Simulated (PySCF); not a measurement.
# Vibration and rotation of GaBr

RHF-CCSD(T) constants of GaBr, ¹Σ⁺ (singlet), closed shell (Ga def2-TZVPP, Br def2-TZVPP; no relativity (PySCF 2.14); masses 68.9256 and 78.9183 u):

```
ωe              : 274.0 cm⁻¹
ωexe            : 0.677 cm⁻¹
Be              : 0.081915 cm⁻¹
αe              : 0.000308 cm⁻¹
D (centrifugal) : 2.93e-08 cm⁻¹
De to Ga + Br   : 4.32 eV
```

Q: Give the vibrational terms G(v) and spacings up to v = 6.

A: G(v) = ωe(v+½) − ωexe(v+½)².

| v | G(v) (cm⁻¹) | G(v) − G(v−1) | Bv (cm⁻¹) |
| --- | --- | --- | --- |
| 0 | 136.8 |  | 0.08176 |
| 1 | 409.5 | 272.6 | 0.08145 |
| 2 | 680.8 | 271.3 | 0.08114 |
| 3 | 950.7 | 269.9 | 0.08084 |
| 4 | 1219.3 | 268.6 | 0.08053 |
| 5 | 1486.5 | 267.2 | 0.08022 |
| 6 | 1752.4 | 265.9 | 0.07991 |

Q: How well does the Morse estimate ωe²/(4ωexe) reproduce De, and what is D0?

A: It gives 3.44 eV, 80 % of the computed De. D0 = De − G(0) = 4.32 − 0.02 = 4.30 eV.

Correlated steps freeze 18 core orbitals. Where the molecule has an RHF reference, its open-shell atoms are computed with UHF.
